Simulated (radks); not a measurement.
All-electron atom: V+ in [Ar] 3d3 4p1 (not the ground configuration).

Calculated with a radial shooting solver on a logarithmic mesh with Libxc functionals: non-relativistic Kohn-Sham, BLYP, spin-polarised, spherical densities, point nucleus; open shells are filled with parallel spins first.

Energy parts (hartree):
part                       energy
total                  -943.51182
kinetic                 942.76453
electron-nucleus      -2229.81949
Hartree                 388.53857
exchange-correlation    -44.99543

Orbitals (lengths in bohr, moments of r in powers of bohr; r(max) is where P^2 peaks; r(90%) holds 90 % of the orbital's charge):
1s up: occ. 1; eigenvalue (hartree) -196.0960; <1/r> 22.53; r(max) 0.04410; r(90%) 0.119; <r^2> 0.006031
1s down: occ. 1; eigenvalue (hartree) -196.0954; <1/r> 22.53; r(max) 0.04410; r(90%) 0.119; <r^2> 0.006031
2s up: occ. 1; eigenvalue (hartree) -22.18895; <1/r> 4.731; r(max) 0.2582; r(90%) 0.483; <r^2> 0.1145
2s down: occ. 1; eigenvalue (hartree) -22.15142; <1/r> 4.737; r(max) 0.2580; r(90%) 0.482; <r^2> 0.1142
2p up: occ. 3; eigenvalue (hartree) -18.76958; <1/r> 4.675; r(max) 0.2090; r(90%) 0.452; <r^2> 0.09335
2p down: occ. 3; eigenvalue (hartree) -18.74038; <1/r> 4.680; r(max) 0.2089; r(90%) 0.451; <r^2> 0.09304
3s up: occ. 1; eigenvalue (hartree) -2.89012; <1/r> 1.472; r(max) 0.8254; r(90%) 1.43; <r^2> 1.054
3s down: occ. 1; eigenvalue (hartree) -2.78267; <1/r> 1.468; r(max) 0.8260; r(90%) 1.44; <r^2> 1.060
3p up: occ. 3; eigenvalue (hartree) -1.96393; <1/r> 1.349; r(max) 0.8462; r(90%) 1.57; <r^2> 1.220
3p down: occ. 3; eigenvalue (hartree) -1.85919; <1/r> 1.343; r(max) 0.8472; r(90%) 1.58; <r^2> 1.235
3d up: occ. 3; eigenvalue (hartree) -0.53990; <1/r> 0.9981; r(max) 0.8818; r(90%) 2.33; <r^2> 2.350
3d down: occ. 0; eigenvalue (hartree) -0.44760; <1/r> 0.9703; r(max) 0.8915; r(90%) 2.45; <r^2> 2.582
4p up: occ. 1; eigenvalue (hartree) -0.28499; <1/r> 0.3554; r(max) 3.100; r(90%) 5.42; <r^2> 15.09

The highest occupied level is 4p up at -7.755 eV. The configuration is held as typed, so some empty levels lie below it. Summed over all electrons, <r^2> = 32.42 bohr^2, which gives a Langevin (diamagnetic) susceptibility term of -25.7 x 10^-6 cm^3/mol. The density falls to 0.001 e/bohr^3 at r = 4.34 bohr. Virial ratio -V/T = 2.00079.
